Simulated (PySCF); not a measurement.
BH, SMILES [BH] (connectivity only; charge and spin as stated), neutral, multiplicity 1.

The structure is a stationary point at PBE0-D3(BJ)/def2-TZVPD.

Lowest vertical singlet excitation by several levels in PySCF, with rough processor times relative to the cheapest run on one machine. Each run also gave further roots (ADC and EOM-CCSD ionised and attached states too); roots are paired by order and the bases differ. EOM-CCSD serves as a yardstick, not as the true value; all levels that ended soundly for this molecule are listed, with differences from unrounded values.

```
level                   relative cost
----------------------  -------------
TDA-PBE/def2-TZVPD                  1
TDA-B3LYP/def2-TZVPD                1
TDA-LC-ωPBE/def2-TZVPD              1
EOM-CCSD/aug-cc-pVDZ                2
ADC(3)/aug-cc-pVDZ                  5
```

Computed S1 at each level and its distance from EOM-CCSD:
```tsv
level	S1 (eV)	S1 minus EOM-CCSD (eV)
TDA-PBE/def2-TZVPD	2.86	-0.11
TDA-B3LYP/def2-TZVPD	2.89	-0.09
TDA-LC-ωPBE/def2-TZVPD	2.77	-0.20
EOM-CCSD/aug-cc-pVDZ	2.97	0.00
ADC(3)/aug-cc-pVDZ	2.67	-0.30
```
